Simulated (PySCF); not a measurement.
Cl3Hf, neutral, multiplicity 2. Atoms are numbered in the order given.

```xyz
4

Hf     0.0000     0.0000     0.0000
Cl     2.3346     0.0000     0.0000
Cl    -1.1673    -2.0218     0.0000
Cl    -1.1673     2.0218     0.0000
```
Charge 0, spin multiplicity 2.

The structure is a stationary point at PBE0-D3(BJ)/def2-SVP. The spin state was assumed, not searched. The isomer is the one that the SMILES or the coordinates give; other isomers of the formula were not compared. The def2 effective core potentials stand for the cores of Hf; spin–orbit coupling is left out.

Level of theory: PBE0-D3(BJ)/def2-SVP (PySCF).

Frequencies are harmonic and unscaled.

Modes within 1.5 cm⁻¹ of each other (mostly degenerate sets) share a row, with their intensities summed.

Computed harmonic wavenumbers and intensities:
```
mode  ν (cm⁻¹)  IR (km/mol)  moving atoms (share of kinetic energy)
----  --------  -----------  --------------------------------------
1           64          5.2                        Cl 63 %, Hf 37 %
2–3         87          3.4                        Cl 87 %, Hf 13 %
4          369          0.0                                Cl 100 %
5–6        394        161.3                        Cl 75 %, Hf 25 %
```
